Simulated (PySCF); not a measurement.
FeCl4, SMILES [Cl][Fe-]([Cl])([Cl])[Cl] (connectivity only; charge and spin as stated), charge -1, multiplicity 6. The structure is a stationary point at PBE-D3(BJ)/def2-SVPD. The spin state was assumed, not searched. The isomer is the one that the SMILES or the coordinates give; other isomers of the formula were not compared.

Computed with PBE-D3(BJ)/def2-SVPD in PySCF.

Harmonic wavenumbers (cm⁻¹): 90, 90, 116, 116, 116, 292, 352, 352, 352. Rotational constants (GHz): 1.062, 1.062, 1.062; symmetry number 12.

Question: Work out the zero-point energy and the ideal-gas rigid-rotor harmonic-oscillator thermochemistry at 298.15 K and 1 atm.

Answer: ZPE = ½ Σ hcν = ½ × 1875 cm⁻¹ = 2.68 kcal/mol. H − E(el) = 8.27 kcal/mol. Entropy in cal/(mol K): translation 41.75, rotation 25.04, vibration 21.75, spin 3.56, total 92.10. G − E(el) = -19.19 kcal/mol. Cp = 24.07 cal/(mol K). Modes under 150 cm⁻¹ make the vibrational entropy uncertain.
